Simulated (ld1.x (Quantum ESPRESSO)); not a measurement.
**nickel (Ni): variants of one RRKJ potential**

Base potential:

- Element: Ni (Z = 28)
- Generator: ld1.x (Quantum ESPRESSO) 7.5
- Type: norm-conserving RRKJ (Kleinman–Bylander form)
- Functional: PBEsol
- Relativity: scalar-relativistic
- Frozen core: [Ar]
- Valence charge: 10
- Reference configuration: 3d8 4s2 4p0
- Partial waves: 4s (bound): rc 1.95 bohr; 3d (bound): rc 1.45 bohr; 4p (bound, empty): rc 2.40 bohr
- Local potential: the p channel
- Core correction: a·sin(br)/r model core, default radius (core density twice the valence density)
- rho0: 0.005

All-electron outer shells of the reference configuration (PBEsol, scalar-relativistic, ld1.x):

```tsv
shell	level (eV)	outermost node (bohr)	outermost maximum (bohr)
3s	-110.78	0.30	0.64
3p	-71.25	0.27	0.65
3d	-8.90	–	0.63
4s	-5.66	0.92	2.24
4p	-1.19	1.00	3.14
```

Cutoffs, loose and tight: the cutoffs (Ry, on a coarse ladder) from which the occupation-weighted sum of valence levels, in a spherical-Bessel basis at the reference potential, stays within 10 and 1 mRy of its value at 400 Ry. They do not see the model core or the augmentation charge, which bear on the density cutoff. Test errors are all-electron minus pseudo excitation energies from the reference, over the configurations 3d8 4s1 4p0; 3d8 4s0 4p0; 3d7 4s0 4p0; 3d7 4s2 4p0; 3d7 4s2 4p1; 3d9 4s0 4p0; 3d8 4s0 4p2. A dash means not determined; rows that change the core or the reference have their own tests.

A true bound ghost makes a file unfit for plane-wave use even where its test errors are small: the radial tests pick states by their node count and pass the ghost by.

```tsv
change	outcome	cutoff, loose	cutoff, tight	bound ghosts	largest test error (meV)
base	generated	90 Ry	140 Ry	s	-571
wave 4p (bound): rc 2.40 bohr becomes 4p (bound): rc 1.72 bohr	generated	90 Ry	140 Ry	s	-462
wave 4p (bound): rc 2.40 bohr becomes 4p (bound): rc 2.00 bohr	generated	90 Ry	140 Ry	s	-476
wave 4p (bound): rc 2.40 bohr becomes 4p (bound): rc 2.28 bohr	generated	90 Ry	140 Ry	s	-544
wave 4p (bound): rc 2.40 bohr becomes 4p (bound): rc 2.52 bohr	generated	90 Ry	140 Ry	s	-556
wave 4p (bound): rc 2.40 bohr becomes 4p (bound): rc 2.72 bohr	generated	90 Ry	140 Ry	s	-511
wave 4p (bound): rc 2.40 bohr becomes 4p (bound): rc 2.88 bohr	generated	90 Ry	140 Ry	s	-485
wave 4p (bound): rc 2.40 bohr becomes 4p (bound): rc 3.18 bohr	generated	90 Ry	140 Ry	s	-490
wave 4p (bound): rc 2.40 bohr becomes 4p (bound): rc 3.32 bohr	generated	90 Ry	140 Ry	s	-493
wave 4p (bound): rc 2.40 bohr becomes 4p (bound): rc 3.62 bohr	generated	90 Ry	140 Ry	s	-502
```

Q: What comes out with this change to the base: wave 4p (bound): rc 2.40 bohr becomes 4p (bound): rc 1.50 bohr?

A: outcome: generated; cutoff, loose: 90 Ry; cutoff, tight: 140 Ry; bound ghosts: s; largest test error (meV): -395.

Reading the sweep of the p radius (base included, trends over the rows without a ghost): Bound ghosts are found at 1.5, 1.72, 2, 2.28, 2.4, 2.52, 2.72, 2.88, 3.18, 3.32, 3.62 bohr. Every judged row has one, so this setting neither creates nor removes them.
